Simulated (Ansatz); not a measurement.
Job for Ansatz (a program for electronic structure): R-wB97X-V/def2-TZVPP on GeH3NS (SMILES [NH2][Ge][SH]), a point of a torsion scan.

Ansatz 0.2 input:
```yaml
crystal:
  periodic: [false, false, false]
  atoms:
    - {symbol: N, position_ang: [-1.14466634, 0.09002312, 0.24248668]}
    - {symbol: Ge, position_ang: [0.21286683, -0.84685210, 0.97792351]}
    - {symbol: S, position_ang: [1.87916850, 0.54812398, 0.25814493]}
    - {symbol: H, position_ang: [-1.05786073, 0.92720864, -0.31685947]}
    - {symbol: H, position_ang: [-2.10845024, -0.20773870, 0.25958146]}
    - {symbol: H, position_ang: [2.28900310, 0.81228727, 1.49154522]}
basis:
  gaussian:
    orbitals: def2-TZVPP
hamiltonian:
  xc: {name: wB97X-V}
scf: {lower_state_search: off}
```

Output:

```
WARN ansatz: RAYON_NUM_THREADS=1 ignored (pool sized by the plan → 1); use --threads N
Functional definition: wB97X-V
these checks for a lower state are left out or cut short: stability, starts, cluster_reference, orbital_swaps, neighbouring_geometries, increment
integrals: 0.11 GiB planned
1012 factors; their error is unknown
integrals: 0.14 GiB planned
198 factors; integrals over basis functions are off by at most 1.3e-5 eV
mean field: 0.90 GiB planned
mean field evaluation 1: about -68881.7803 eV, gradient 5.2e1 eV
mean field evaluation 2: about -68879.7438 eV, gradient 6.1e1 eV
mean field evaluation 4: about -68886.9395 eV, gradient 1.9e0 eV
mean field evaluation 8: about -68886.9503 eV, gradient 6.0e-2 eV
mean field evaluation 16: about -68887.1346 eV, gradient 8.9e-5 eV
mean field -68887.13460209 eV, -2531.5555032500 hartree, gradient 6.5e-6 eV, S^2 0.000000; 0 other end points of the search recorded, 0 dependent functions left out
reference -68887.13460054 eV, -2531.5555031928 hartree; 29, 29 occupied and 134, 134 virtual orbitals, 1012 factors
Total energy: -68887.13460054 eV, -2531.5555031928 hartree
Checks for a lower state left out: stability, starts, cluster_reference, orbital_swaps, neighbouring_geometries, increment
```

The run converged.

Cost: very roughly 7 core-seconds.
